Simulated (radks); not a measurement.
Results of a calculation; reference values are marked as such.
Task: Orbital eigenvalues (eV) of the germanium ion Ge3+, [Ar] 3d10 4s1, of relativity; Dirac values are averaged over j with weights 2j + 1. Spin-unpolarised spherical Kohn-Sham, PBE, point nucleus unless stated (finite: rms radius 4.0742 fm), a radial shooting solver on a logarithmic mesh with Libxc functionals. A level marked "c x" has the speed of light scaled by that factor.

shell  non-rel.
1s       -10838
2s      -1370.9
2p      -1224.3
3s      -196.76
3p      -148.16
3d      -63.747
4s      -39.820

Give the values at the level "Dirac, c x 5".

Result: 
shell  Dirac, c x 5  change of magnitude (%)
1s           -10844                    +0.06
2s          -1372.3                    +0.10
2p          -1224.6                    +0.03
3s          -196.98                    +0.11
3p          -148.22                    +0.04
3d          -63.721                    -0.04
4s          -39.844                    +0.06
